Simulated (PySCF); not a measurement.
**A run with a changed setting**

The sound run of Ho(NH2)3 (singlet in the valence; each metal's 4f electrons, 10 of them, lie in its core potential, out of spins and levels) uses PySCF 2.14.0, RKS B3LYP, Ho lcecp-1-SVP with ECP56, N def2-SVP, H def2-SVP; non-relativistic Hamiltonian with scalar-relativistic core potentials where named; density fitting; no spin-orbit coupling, grid (50, 194), threshold 1e-8 and 55 cycles at the relaxed geometry. This run differs:

```python
mol = gto.M(atom='''
Ho     0.00931    -0.00422    -0.03784
N      2.17133    -0.00509     0.21559
H      2.77639     0.81085     0.33688
H      2.80226    -0.80990     0.24357
N     -1.08341     1.87714    -0.00152
H     -0.69996     2.81887     0.10902
H     -2.09482     2.00952    -0.07909
N     -1.08069    -1.87791    -0.23088
H     -0.70679    -2.82994    -0.23535
H     -2.09363    -1.98932    -0.32037''',
    basis={'Ho': 'lcecp-1-SVP', 'N': 'def2-SVP', 'H': 'def2-SVP'},
    ecp={'Ho': 'lcecp-1-SVP'},
    charge=0, spin=0)
mf = dft.RKS(mol, xc='B3LYP')
mf.grids.atom_grid = (50, 194)  # f atoms: unpruned, at least (60, 302)
mf = mf.density_fit()  # fitting sets: Ho AutoAux, N def2-universal-JKFIT, H def2-universal-JKFIT
mf.conv_tol = 1e-08; mf.max_cycle = 80
mf.kernel(mf.get_init_guess(key='1e'))
mf.nuc_grad_method().kernel()
```

Problem. What was changed, and how did it end?

Solution. The start was changed to the bare core Hamiltonian. It converged in 13 cycles, 0.000 eV from the sound run, largest force component 0.01 eV/Å. The cycle limit differs too. No harm here: the result survives it.
```
init E= -182.473204841474
cycle= 1 E= -183.665125390886  delta_E= -1.19  |g|= 5.11  |ddm|= 27.8
cycle= 2 E= -191.252682865982  delta_E= -7.59  |g|= 6.72  |ddm|= 26.3
cycle= 3 E= -202.905979538792  delta_E= -11.7  |g|= 3.32  |ddm|=  5.3
cycle= 4 E= -204.326183905031  delta_E= -1.42  |g|= 2.31  |ddm|= 0.916
cycle= 5 E= -205.438750714709  delta_E= -1.11  |g|= 0.573  |ddm|= 1.36
...
cycle= 11 E= -205.516636259652  delta_E= -4.77e-07  |g|= 0.000493  |ddm|= 0.00132
cycle= 12 E= -205.516636316211  delta_E= -5.66e-08  |g|= 7.52e-05  |ddm|= 0.000492
cycle= 13 E= -205.516636317779  delta_E= -1.57e-09  |g|= 9.72e-06  |ddm|= 9.15e-05
Extra cycle  E= -205.516636317791  delta_E= -1.28e-11  |g|= 7.36e-06  |ddm|= 2.2e-05
converged SCF energy = -205.516636317791
```

Run from Python with OMP_NUM_THREADS=2; the lines above give its settings.
It took 5 s on 2 threads of Intel(R) Xeon(R) Platinum 8488C (Sapphire Rapids), with other jobs on the host.

An lcecp potential fixes the number of 4f electrons, so in runs with it no electron can move into or out of that shell.
